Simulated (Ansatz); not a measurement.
Reaction (redistribution): `O[Si](O)(F)N[SiH2]Cl` + `B[Se][SiH2]F` → `B[Se][SiH2]Cl` + `O[Si](O)(F)N[SiH2]F`

Program: Ansatz. Geometries: PBE0-D4/def2-TZVP. ΔE: electronic, gas phase. CBS: MP2 limit from def2 TZ/QZ plus the TZ coupled-cluster correction, frozen cores. Functionals use def2-TZVPP. B3LYP here is the variant with VWN-RPA as its local correlation; programs differ in this. For Se outer-core shells are correlated without core-valence functions, which leaves a few kJ/mol of doubt a bond. Scalar relativity is left out up to krypton. Each species was taken in one conformer, which may not be the lowest.

`O[Si](O)(F)N[SiH2]Cl`:

Z-matrix (Å, degrees):
```
Si
O 1 1.628
F 1 1.591 2 108.6
O 1 1.619 2 106.5 3 -121.3
N 1 1.705 2 116.0 3 116.9
H 2 0.959 1 117.9 3 -56.5
H 4 0.959 1 117.2 2 27.8
Si 5 1.714 1 128.2 2 -98.0
H 5 1.011 1 115.3 2 67.2
Cl 8 2.068 5 111.5 1 67.7
H 8 1.479 5 108.2 1 -174.9
H 8 1.475 5 111.2 1 -50.3
```

`B[Se][SiH2]F`:

Cartesian coordinates in Å:
```
B -1.698 0.215 0.536
Se -0.638 1.060 -0.817
Si 1.289 -0.086 -0.429
F 1.288 -1.457 -1.247
H -2.833 0.567 0.617
H -1.228 -0.612 1.252
H 1.396 -0.414 1.009
H 2.423 0.728 -0.921
```

`B[Se][SiH2]Cl`:

```xyz
8

B    -1.329    0.880    0.861
Se    0.471    1.364    0.430
Si    1.084   -0.615   -0.522
Cl    0.521   -0.700   -2.492
H    -1.989    1.719    1.389
H    -1.746   -0.207    0.612
H     2.560   -0.709   -0.468
H     0.428   -1.731    0.191
```

`O[Si](O)(F)N[SiH2]F`:

Cartesian coordinates in Å:
```
O -1.888 1.340 -0.685
Si -0.341 0.971 -0.377
O 0.313 2.292 0.316
F 0.465 0.634 -1.707
N -0.261 -0.456 0.548
Si 0.589 -1.913 0.250
F 2.125 -1.790 0.686
H -2.092 2.256 -0.878
H 1.252 2.284 0.508
H -0.742 -0.415 1.436
H -0.007 -2.973 1.093
H 0.586 -2.230 -1.190
```

Question: Is it downhill or uphill in electronic energy at CCSD(T)/CBS, and by how much? (An estimate is asked.)

Answer: Computed: Downhill: ΔE = -7.0 kJ/mol.

Question: What do these levels give: B3LYP-D4, ωB97X-V, PBE0, CCSD/def2-TZVPP, CCSD(T)/def2-TZVPP, HF/CBS(def2)? (Estimate.)

Answer: Computed: B3LYP-D4 -5.5, ωB97X-V -5.4, PBE0 -6.7, CCSD/def2-TZVPP -6.7, CCSD(T)/def2-TZVPP -6.8, HF/CBS(def2) -5.9 kJ/mol.

Largest T1 diagnostic among the species: 0.013.
